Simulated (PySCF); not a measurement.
2-bromoprop-1-ene (C3H5Br), SMILES C=C(C)Br.

Geometry: TPSSh-D3(BJ)/def2-SVP.

Two levels are set side by side: PBE/def2-TZVP (PySCF) and ωB97X/def2-TZVP (PySCF). Same geometry, gas phase. Differences are taken from unrounded values.

```json
[
 {"quantity": "orbital gap (eV)", "ωB97X": "11.54", "PBE": "4.92", "PBE minus ωB97X": "-6.62"},
 {"quantity": "highest occupied level (eV)", "ωB97X": "-9.53", "PBE": "-6.09", "PBE minus ωB97X": "3.44"},
 {"quantity": "lowest empty level (eV)", "ωB97X": "2.01", "PBE": "-1.17", "PBE minus ωB97X": "-3.18"},
 {"quantity": "dipole moment (D)", "ωB97X": "1.75", "PBE": "1.64", "PBE minus ωB97X": "-0.10"},
 {"quantity": "mean polarisability (bohr³)", "ωB97X": "56.4", "PBE": "58.4", "PBE minus ωB97X": "2.0"}
]
```

Without exact exchange PBE keeps part of each electron's self-repulsion, which lifts occupied levels and narrows the gap. Loosely held outer electrons make PBE densities more polarisable. Differences between two approximate levels are no errors against the true value.

Rough cost on one machine, each run with all the roots and properties that it gave: ωB97X against PBE within a factor of 2.
